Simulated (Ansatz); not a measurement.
Basis-set extrapolation for `FC(F)(F)[SiH2]Cl` (PBE0-D4/def2-TZVP geometry, frozen core, Ansatz). Multiplicity 1, RHF reference.

|  | def2-TZVPP | def2-QZVPP |
| --- | --- | --- |
| HF | -1086.007095 | -1086.043440 |
| MP2 correlation | -1.207019 | -1.320072 |
| CCSD(T) correlation | -1.283598 | not run |

Energies in hartree. Use E(X) = E(∞) + A·exp(−7.88·√X) for Hartree–Fock and E(X) = E(∞) + B·X^(−2.97) for correlation, with X = 3 and 4, and add CCSD(T) minus MP2 of the smaller set to the MP2 limit.

Question: What is the CCSD(T) energy at the basis-set limit?

Answer: HF limit: -1086.043440 + (-0.036345) × 0.13774 = -1086.04845. MP2 limit: -1.320072 + (-0.113053) × 0.74074 = -1.40381. Higher-order term: -1.283598 − (-1.207019) = -0.07658. Total: -1087.52884 hartree, 149.4 kcal/mol below CCSD(T)/def2-TZVPP.
